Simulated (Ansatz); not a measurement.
Basis-set extrapolation for CH₇AlBFOSi (PBE0-D4/def2-TZVP geometry, frozen core, the Gaussian-basis code of Ansatz). Multiplicity 1, RHF reference.

|  | def2-TZVPP | def2-QZVPP |
| --- | --- | --- |
| HF | -771.860021 | -771.887533 |
| MP2 correlation | -0.968356 | -1.043833 |
| CCSD(T) correlation | -1.057903 | not run |

Energies in hartree. Use E(X) = E(∞) + A·exp(−7.88·√X) for Hartree–Fock and E(X) = E(∞) + B·X^(−2.97) for correlation, with X = 3 and 4, and add CCSD(T) minus MP2 of the smaller set to the MP2 limit.

What is the CCSD(T) energy at the basis-set limit?

HF limit: -771.887533 + (-0.027512) × 0.13774 = -771.89132. MP2 limit: -1.043833 + (-0.075477) × 0.74074 = -1.09974. Higher-order term: -1.057903 − (-0.968356) = -0.08955. Total: -773.08061 hartree, 102.1 kcal/mol below CCSD(T)/def2-TZVPP.
